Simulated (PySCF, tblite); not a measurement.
Species: C7H13NOSi.
Cartesian coordinates in Å at the GFN2-xTB level; atoms count from 1:
```
atom  x, y, z in Å
O1    -1.3237    2.3763    0.6035
C2    -1.4715    1.2063    0.3282
C3    -2.7919    0.4524    0.2346
C4    -2.3732   -1.0147    0.2813
C5    -0.9564   -0.9887   -0.2997
N6    -0.4799    0.3350    0.0350
C7     0.9078    0.7096    0.0328
C8     1.7098    0.3217   -1.2280
Si9    3.1819   -0.2425   -0.1475
C10    1.7777    0.0311    1.1177
H11   -3.4645    0.7458    1.0379
H12   -3.2625    0.7105   -0.7167
H13   -3.0372   -1.6665   -0.2832
H14   -2.3441   -1.3603    1.3155
H15   -0.3082   -1.7582    0.1255
H16   -0.9834   -1.1226   -1.3898
H17    0.9114    1.7934    0.1734
H18    1.2360   -0.4929   -1.7711
H19    1.8456    1.1416   -1.9282
H20    4.2991    0.6949   -0.0685
H21    3.6413   -1.6189   -0.3351
H22    1.3234   -0.8885    1.4818
H23    1.9576    0.6623    1.9838
```

Jobs on this species (23 atoms, 84 electrons) with PySCF (density fitting) and tblite. Hardware of each: an Arm Neoverse V1 with one thread, no GPU (shared host). The host was shared with other jobs, so the times are rough.

```tsv
level and settings	work	basis functions	SCF cycles	wall time
GFN2-xTB	Hessian by finite differences	–	–	?
PBE0/pcSseg-1	shieldings, ring-centre shieldings, charges and field gradients	242	14	88 s
GFN2-xTB	L-BFGS relaxation	–	–	0.92 s
```

Question: Fill in the missing figures.

Answer: 
- GFN2-xTB; Hessian by finite differences: 1.2 s

Question: What do all jobs in the table cost together?

Answer: About 90 s; the longest takes about 98 % of that, and about 96 times as long as the shortest.
